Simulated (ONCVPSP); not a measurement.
## Which change was made? (Mg, ONCV)

magnesium, optimised norm-conserving Vanderbilt (ONCV), made with ONCVPSP 4.0.1 (PBE, scalar-relativistic). Core [Ne], reference 3s1.75 3p0.25. Waves: 3s: rc 2.10 bohr, ncon 3, nbas 7, qcut 3.7 1/bohr, 2 projectors, debl 1.8 Ha; 3p: rc 3.65 bohr, ncon 3, nbas 7, qcut 2.4 1/bohr, 2 projectors, debl 2.4 Ha; d scattering state at 0.14 Ha: rc 3.05 bohr, ncon 5, nbas 8, qcut 3.6 1/bohr, 2 projectors, debl 1.8 Ha. Local part: polynomial inside 1.70 bohr (lpopt 5, dvloc0 1 Ha). Core correction: polynomial model core, fcfact 0.65.

Cutoffs, loose and tight: the cutoffs (Ha) at which the residual kinetic energy of the hardest occupied pseudo-wave falls to 1 and 0.1 mHa per electron. They do not see the model core or the augmentation charge, which bear on the density cutoff. Test errors are all-electron minus pseudo excitation energies from the reference, over the configurations 3s2 3p0; 3s1 3p0; 3s1.5 3p0; 3s0 3p2; variants that change the core or the reference have their own tests.

The base gives: outcome: generated; cutoff, loose: 4.0 Ha; cutoff, tight: 5.4 Ha; bound ghosts: none; GHOST(+) flags above zero: none; largest test error (meV): +11.

Q: After one change the result is: outcome: generated; cutoff, loose: 4.0 Ha; cutoff, tight: 5.4 Ha; bound ghosts: none; GHOST(+) flags above zero: s; largest test error (meV): +3.4. Which change was it?
A. functional PBEsol
B. p: rc 5.1
C. core [He], valence charge 10; reference 2s2 2p6 3s2; waves now 2s+3s: rc 1.05 bohr, ncon 3, nbas 7, qcut 14.9 1/bohr, 2 projectors; 2p: rc 0.70 bohr, ncon 4, nbas 7, qcut 24.7 1/bohr, 1 projector; d scattering state at 0.05 Ha: rc 1.00 bohr, ncon 4, nbas 9, qcut 11.3 1/bohr, 2 projectors, debl 1.5 Ha; local potential polynomial inside 0.55 bohr (lpopt 5, dvloc0 0 Ha)

A: A. The others give: p: rc 5.1 → outcome: generated; cutoff, loose: 4.0 Ha; cutoff, tight: 5.4 Ha; bound ghosts: none; GHOST(+) flags above zero: p; largest test error (meV): -7.4 | core [He], valence charge 10; reference 2s2 2p6 3s2; waves now 2s+3s: rc 1.05 bohr, ncon 3, nbas 7, qcut 14.9 1/bohr, 2 projectors; 2p: rc 0.70 bohr, ncon 4, nbas 7, qcut 24.7 1/bohr, 1 projector; d scattering state at 0.05 Ha: rc 1.00 bohr, ncon 4, nbas 9, qcut 11.3 1/bohr, 2 projectors, debl 1.5 Ha; local potential polynomial inside 0.55 bohr (lpopt 5, dvloc0 0 Ha) → outcome: generated; cutoff, loose: 165 Ha; cutoff, tight: 197 Ha; bound ghosts: none; GHOST(+) flags above zero: none; largest test error (meV): -64.
